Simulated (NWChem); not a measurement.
All runs are NWChem calculations. System: C$_{3}$H$_{3}$N$_{3}$, charge 1, spin multiplicity 2, at the geometry of a parent with another charge or spin, in a state set for the comparison that need not be this species' ground state. Its SCF solution wasn't tested for a lower state. Level: ULC-wPBE (omega 0.3 per bohr)/def2-SVP.

Job file:

```
start mol
memory heap 200 mb stack 900 mb global 1100 mb
charge 1
geometry units angstroms nocenter noautoz
  C      0.000000     0.000000     1.296108
  N     -1.185944     0.000000     0.684696
  C     -1.122405     0.000000    -0.648061
  N      0.000000     0.000000    -1.369378
  C      1.122405     0.000000    -0.648061
  N      1.185944     0.000000     0.684696
  H      0.000000     0.000000     2.393599
  H     -2.072829     0.000000    -1.196801
  H      2.072829     0.000000    -1.196801
  symmetry group C2v
end
basis spherical
  * library def2-svp
end
dft
  xc xwpbe 1.00 cpbe96 1.0 hfexch 1.00
  cam 0.3 cam_alpha 0.00 cam_beta 1.00
  odft
  mult 2
  direct
  iterations 100
end
task dft energy
```

NWChem printed:

```
             Northwest Computational Chemistry Package (NWChem) 7.3.0
             --------------------------------------------------------

                                NWChem Input Module
                                -------------------

 Scaling coordinates for geometry "geometry" by  1.889725989
 (inverse scale =  0.529177249)

 Turning off AUTOSYM since
 SYMMETRY directive was detected!

                             Geometry "geometry" -> ""
                             -------------------------

 Output coordinates in angstroms (scale by  1.889725989 to convert to a.u.)

  No.       Tag          Charge          X              Y              Z
 ---- ---------------- ---------- -------------- -------------- --------------
    1 C                    6.0000     0.00000000     0.00000000     1.29610800
    2 N                    7.0000    -1.18594400     0.00000000     0.68469600
    3 C                    6.0000    -1.12240500     0.00000000    -0.64806100
    4 N                    7.0000     0.00000000     0.00000000    -1.36937800
    5 C                    6.0000     1.12240500     0.00000000    -0.64806100
    6 N                    7.0000     1.18594400     0.00000000     0.68469600
    7 H                    1.0000     0.00000000     0.00000000     2.39359900
    8 H                    1.0000    -2.07282900     0.00000000    -1.19680100
    9 H                    1.0000     2.07282900     0.00000000    -1.19680100

 Effective nuclear repulsion energy (a.u.)     211.7922099153

            Nuclear Dipole moment (a.u.)
            ----------------------------
        X                 Y               Z
 ---------------- ---------------- ----------------
    -0.0000000000     0.0000000000     0.0000207870

      Symmetry information
      --------------------

 Group name             C2v
 Group number             16
 Group order               4
 No. of unique centers     6

      Symmetry unique atoms

     1    2    3    4    7    8


 Summary of "ao basis" -> "" (spherical)
 ------------------------------------------------------------------------------
       Tag                 Description            Shells   Functions and Types
 ---------------- ------------------------------  ------  ---------------------
 *                          def2-svp                  on all atoms

  pbe96 is a nonlocal functional; adding pw91lda local functional.

                                 NWChem DFT Module
                                 -----------------

 Summary of "ao basis" -> "ao basis" (spherical)
 ------------------------------------------------------------------------------
       Tag                 Description            Shells   Functions and Types
 ---------------- ------------------------------  ------  ---------------------
 C                          def2-svp                 6       14   3s2p1d
 N                          def2-svp                 6       14   3s2p1d
 H                          def2-svp                 3        5   2s1p

 Summary of "ao basis" -> "ao basis" (spherical)
 ------------------------------------------------------------------------------
       Tag                 Description            Shells   Functions and Types
 ---------------- ------------------------------  ------  ---------------------
 C                          def2-svp                 6       14   3s2p1d
 N                          def2-svp                 6       14   3s2p1d
 H                          def2-svp                 3        5   2s1p

      Symmetry analysis of basis
      --------------------------

        a1         41
        a2         11
        b1         31
        b2         16

  int_init: cando_txs set to always be  F

            General Information
            -------------------
          SCF calculation type: DFT
          Wavefunction type:  spin polarized.
          No. of atoms     :     9
          No. of electrons :    41
           Alpha electrons :    21
            Beta electrons :    20
          Charge           :     1
          Spin multiplicity:     2
          Use of symmetry is: on ; symmetry adaption is: on
          Maximum number of iterations: 100
          This is a Direct SCF calculation.
          AO basis - number of functions:    99
                     number of shells:    45
          Convergence on energy requested:  1.00D-06
          Convergence on density requested:  1.00D-05
          Convergence on gradient requested:  5.00D-04

              XC Information
              --------------
                     Hartree-Fock (Exact) Exchange  1.000
                     LC-wPBE(h)Exchange Functional  1.000
            Perdew 1991 LDA Correlation Functional  1.000 local
           PerdewBurkeErnz. Correlation Functional  1.000 non-local

           Range-Separation Parameters
           ---------------------------
           Alpha           :  0.00
           Beta            :  1.00
           Gamma           :  0.30
           Short-Range HF  :     F

             Grid Information
             ----------------
          Grid used for XC integration:  medium
          Radial quadrature: Mura-Knowles
          Angular quadrature: Lebedev.
          Tag              B.-S. Rad. Rad. Pts. Rad. Cut. Ang. Pts.
          ---              ---------- --------- --------- ---------
          C                   0.70       49          10.0       434
          N                   0.65       49          10.0       434
          H                   0.35       45          11.0       434
          Grid pruning is: on
          Number of quadrature shells:   286
[...]
              MO Center=  2.5D-16, -5.6D-16, -1.1D+00, r^2= 2.3D+00
   Bfn.  Coefficient  Atom+Function         Bfn.  Coefficient  Atom+Function
  ----- ------------  ---------------      ----- ------------  ---------------
    48      0.499071  4 N  pz                51     -0.326558  4 N  pz
    44      0.239098  4 N  s                 45      0.210915  4 N  s
    20      0.209411  2 N  pz                76      0.209411  6 N  pz
    23     -0.142580  2 N  pz                79     -0.142580  6 N  pz
    34      0.141273  3 C  pz                62      0.141273  5 C  pz

 Vector   22  Occ=0.000000D+00  E=-2.368252D-01  Symmetry=a2
              MO Center= -1.0D-14,  3.3D-17, -3.0D-01, r^2= 2.8D+00
   Bfn.  Coefficient  Atom+Function         Bfn.  Coefficient  Atom+Function
  ----- ------------  ---------------      ----- ------------  ---------------
    33      0.425190  3 C  py                61     -0.425190  5 C  py
    36      0.386881  3 C  py                64     -0.386881  5 C  py
    22     -0.292712  2 N  py                78      0.292712  6 N  py
    19      0.282623  2 N  py                75     -0.282623  6 N  py
    10      0.034039  1 C  d -2              52     -0.031365  4 N  d -2

 Vector   23  Occ=0.000000D+00  E=-2.300356D-01  Symmetry=b2
              MO Center=  1.4D-14, -4.9D-16,  3.7D-01, r^2= 2.7D+00
   Bfn.  Coefficient  Atom+Function         Bfn.  Coefficient  Atom+Function
  ----- ------------  ---------------      ----- ------------  ---------------
     5      0.500979  1 C  py                 8      0.467008  1 C  py
    50      0.337985  4 N  py                47     -0.325572  4 N  py
    22     -0.210850  2 N  py                78     -0.210850  6 N  py
    19      0.201392  2 N  py                75      0.201392  6 N  py
    33     -0.198544  3 C  py                61     -0.198544  5 C  py

 Vector   24  Occ=0.000000D+00  E=-6.073496D-02  Symmetry=b2
              MO Center= -4.3D-15,  4.5D-16, -1.7D-01, r^2= 3.0D+00
   Bfn.  Coefficient  Atom+Function         Bfn.  Coefficient  Atom+Function
  ----- ------------  ---------------      ----- ------------  ---------------
    50     -0.437360  4 N  py                36      0.411837  3 C  py
    64      0.411837  5 C  py                47      0.371703  4 N  py
    22     -0.359267  2 N  py                78     -0.359267  6 N  py
     8      0.354621  1 C  py                33      0.325144  3 C  py
    61      0.325144  5 C  py                19      0.317336  2 N  py

                     DFT Final Beta Molecular Orbital Analysis
                     -----------------------------------------

 Vector   18  Occ=1.000000D+00  E=-6.877707D-01  Symmetry=a1
              MO Center= -4.1D-15,  7.6D-16, -3.6D-02, r^2= 3.6D+00
   Bfn.  Coefficient  Atom+Function         Bfn.  Coefficient  Atom+Function
  ----- ------------  ---------------      ----- ------------  ---------------
    16      0.270641  2 N  s                 72      0.270641  6 N  s
    44      0.266857  4 N  s                 17      0.261855  2 N  s
    73      0.261855  6 N  s                 45      0.258716  4 N  s
    48      0.209962  4 N  pz                18      0.197806  2 N  px
    74     -0.197806  6 N  px                 2     -0.191039  1 C  s

 Vector   19  Occ=1.000000D+00  E=-6.806924D-01  Symmetry=b2
              MO Center= -9.9D-16, -8.4D-17, -3.2D-01, r^2= 2.4D+00
   Bfn.  Coefficient  Atom+Function         Bfn.  Coefficient  Atom+Function
  ----- ------------  ---------------      ----- ------------  ---------------
    47      0.410882  4 N  py                 5      0.317053  1 C  py
    50     -0.260513  4 N  py                33     -0.199743  3 C  py
    61     -0.199743  5 C  py                19     -0.182200  2 N  py
    75     -0.182200  6 N  py                 8      0.161432  1 C  py
    22      0.120283  2 N  py                78      0.120283  6 N  py

 Vector   20  Occ=1.000000D+00  E=-5.990809D-01  Symmetry=a1
              MO Center=  2.1D-15, -4.7D-16, -5.7D-01, r^2= 3.0D+00
   Bfn.  Coefficient  Atom+Function         Bfn.  Coefficient  Atom+Function
  ----- ------------  ---------------      ----- ------------  ---------------
    48      0.463341  4 N  pz                51     -0.309015  4 N  pz
    20      0.240446  2 N  pz                76      0.240446  6 N  pz
    44      0.175639  4 N  s                 23     -0.171683  2 N  pz
    79     -0.171683  6 N  pz                34      0.138492  3 C  pz
    62      0.138492  5 C  pz                45      0.132998  4 N  s

 Vector   21  Occ=0.000000D+00  E=-3.989117D-01  Symmetry=b1
              MO Center= -2.1D-15, -1.9D-16,  5.4D-01, r^2= 3.1D+00
   Bfn.  Coefficient  Atom+Function         Bfn.  Coefficient  Atom+Function
  ----- ------------  ---------------      ----- ------------  ---------------
    18      0.383922  2 N  px                74      0.383922  6 N  px
    21     -0.271940  2 N  px                77     -0.271940  6 N  px
     4      0.202602  1 C  px                46      0.167457  4 N  px
    16      0.136340  2 N  s                 72     -0.136340  6 N  s
    20     -0.123433  2 N  pz                76      0.123433  6 N  pz

 Vector   22  Occ=0.000000D+00  E=-2.329449D-01  Symmetry=a2
              MO Center=  1.2D-14, -8.2D-17, -2.4D-01, r^2= 2.8D+00
   Bfn.  Coefficient  Atom+Function         Bfn.  Coefficient  Atom+Function
  ----- ------------  ---------------      ----- ------------  ---------------
    33      0.415361  3 C  py                61     -0.415361  5 C  py
    36      0.379908  3 C  py                64     -0.379908  5 C  py
    22     -0.307535  2 N  py                78      0.307535  6 N  py
    19      0.296425  2 N  py                75     -0.296425  6 N  py
    10      0.036589  1 C  d -2              52     -0.030575  4 N  d -2

 Vector   23  Occ=0.000000D+00  E=-2.294654D-01  Symmetry=b2
              MO Center= -1.1D-14, -4.2D-16,  2.8D-01, r^2= 2.8D+00
   Bfn.  Coefficient  Atom+Function         Bfn.  Coefficient  Atom+Function
  ----- ------------  ---------------      ----- ------------  ---------------
     5      0.484778  1 C  py                 8      0.450979  1 C  py
    50      0.356109  4 N  py                47     -0.342718  4 N  py
    22     -0.210909  2 N  py                78     -0.210909  6 N  py
    33     -0.202920  3 C  py                61     -0.202920  5 C  py
    19      0.201902  2 N  py                75      0.201902  6 N  py

   alpha - beta orbital overlaps
   -----------------------------

   alpha      1      2      3      4      5      6      7      8      9     10
    beta      1      2      3      4      5      6      7      8      9     10
 overlap   1.000  1.000  1.000  1.000  1.000  1.000  0.999  0.999  0.999  0.998

   alpha     11     12     13     14     15     16     17     18     19     20
    beta     11     12     13     14     15     16     18     17     19     21
 overlap   1.000  0.998  0.990  0.999  0.900  0.978  0.867  0.999  0.999  0.977

   alpha     21     22     23     24     25     26     27     28     29     30
    beta     20     22     23     24     25     26     27     28     30     29
 overlap   0.966  0.999  0.999  0.999  0.999  0.999  1.000  0.997  1.000  0.996

   alpha     31     32     33     34     35     36     37     38     39     40
    beta     31     32     33     34     36     35     37     38     40     39
 overlap   0.996  0.996  0.996  0.998  0.998  1.000  0.998  1.000  0.997  1.000

   alpha     41     42     43     44     45     46     47     48     49     50
    beta     41     42     43     44     45     46     48     49     47     50
 overlap   0.943  0.943  0.998  1.000  1.000  0.998  0.982  0.996  1.000  0.999

   alpha     51     52     53     54     55     56     57     58     59     60
    beta     51     52     53     54     55     56     57     58     59     60
 overlap   0.985  0.999  0.997  0.998  0.993  1.000  0.994  1.000  1.000  1.000

   alpha     61     62     63     64     65     66     67     68     69     70
    beta     63     61     62     64     65     66     67     68     69     70
 overlap   1.000  1.000  0.999  0.998  1.000  1.000  1.000  0.998  0.999  0.999

   alpha     71     72     73     74     75     76     77     78     79     80
    beta     71     72     73     74     76     75     78     77     79     80
 overlap   0.998  0.999  0.998  1.000  1.000  1.000  0.998  0.999  0.999  0.999

   alpha     81     82     83     84     85     86     87     88     89     90
    beta     81     82     83     84     86     85     87     88     89     90
 overlap   1.000  0.999  0.999  0.998  0.998  0.994  0.999  0.999  0.993  0.999

   alpha     91     92     93     94     95     96     97     98     99
    beta     91     92     93     94     95     96     97     98     99
 overlap   0.999  1.000  0.917  0.916  0.999  0.999  0.999  0.998  1.000

     --------------------------
     Expectation value of S2:
     --------------------------
      <S2> =      0.7596 (Exact =     0.7500)

 center of mass
 --------------
 x =   0.00000000 y =   0.00000000 z =   0.00000058

 moments of inertia (a.u.)
 ------------------
         279.570040608958           0.000000000000           0.000000000000
           0.000000000000         559.131232805350           0.000000000000
           0.000000000000           0.000000000000         279.561192196391

     Multipole analysis of the density
     ---------------------------------

     L   x y z        total         alpha         beta         nuclear
     -   - - -        -----         -----         ----         -------
     0   0 0 0      1.000000    -21.000000    -20.000000     42.000000

     1   1 0 0     -0.000000     -0.000000      0.000000     -0.000000
     1   0 1 0     -0.000000     -0.000000     -0.000000      0.000000
     1   0 0 1      0.443664     -0.311647      0.755290      0.000021

     2   2 0 0    -16.014043    -89.833254    -81.169409    154.988620
     2   1 1 0     -0.000000     -0.000000     -0.000000      0.000000
     2   1 0 1      0.000000      0.000000      0.000000      0.000000
     2   0 2 0    -23.216405    -11.770209    -11.446196      0.000000
     2   0 1 1     -0.000000     -0.000000     -0.000000      0.000000
     2   0 0 2    -19.046744    -88.503883    -85.537220    154.994359

 Task  times  cpu:       48.6s     wall:       48.6s

 Total times  cpu:       48.7s     wall:       48.7s
```
